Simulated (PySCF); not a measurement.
**HTiN: from structure and modes to constants**

These are results of PySCF, PBE0, basis Ti def2-TZVP, N def2-TZVP, H def2-TZVP (no relativity, density fitting), not measurements.

The singlet minimum has Cs symmetry. Masses (u): Ti 47.94795, N 14.00307, H 1.00782.

```xyz
3
charge 0 multiplicity 1, angstrom
Ti    0.0000   -0.3355    0.0000
N     0.1228    1.2070    0.0000
H    -1.7064   -0.8075    0.0000
```

Harmonic wavenumbers (cm⁻¹): 488.5 (a', ×1), 1170.0 (a', ×1), 1592.1 (a', ×1).

(1) Find the principal moments of inertia and the rotational constants. What kind of rotor is it?

(2) What is the harmonic zero-point energy?

(3) Find the vibrational entropy and heat capacity at 298.15 K.

(4) Give the standard entropy (298.15 K, 1 bar) by its translational, rotational, vibrational and spin parts, and Cp.

Answers

(1) About the centre of mass I = 2.6419, 26.962, 29.603 u Å². With B = 16.8576/I this gives 6.381, 0.6252, 0.5694 cm⁻¹. The molecule is an asymmetric top with κ = -0.98.

(2) Half the sum of all 3 wavenumbers, 3251/2 = 1625 cm⁻¹, which is 19.4 kJ/mol (1 cm⁻¹ = 0.0119627 kJ/mol).

(3) With u = 1.43878 ω/T, each mode gives S = R[u/(eᵘ−1) − ln(1−e⁻ᵘ)] and C = R u² eᵘ/(eᵘ−1)².
| ω (cm⁻¹) | u | S (J/(mol K)) | C (J/(mol K)) |
| --- | --- | --- | --- |
| 488.5 | 2.357 | 2.88 | 5.34 |
| 1170.0 | 5.646 | 0.20 | 0.94 |
| 1592.1 | 7.683 | 0.03 | 0.23 |
The sums over all modes are S = 3.1 and C = 6.5 J/(mol K); the softest mode gives 93 % of the entropy.

(4) Sackur–Tetrode with M = 62.96 u gives 160.5; rotation with symmetry number 1 gives 80.3; vibration 3.1; spin R ln 1 = 0.0. The total is 244.0 J/(mol K), and Cp = 4 R + 6.5 = 39.8 J/(mol K).

Stability towards spin polarisation was not tested. Only a few start shapes were tried, so a lower isomer may exist.
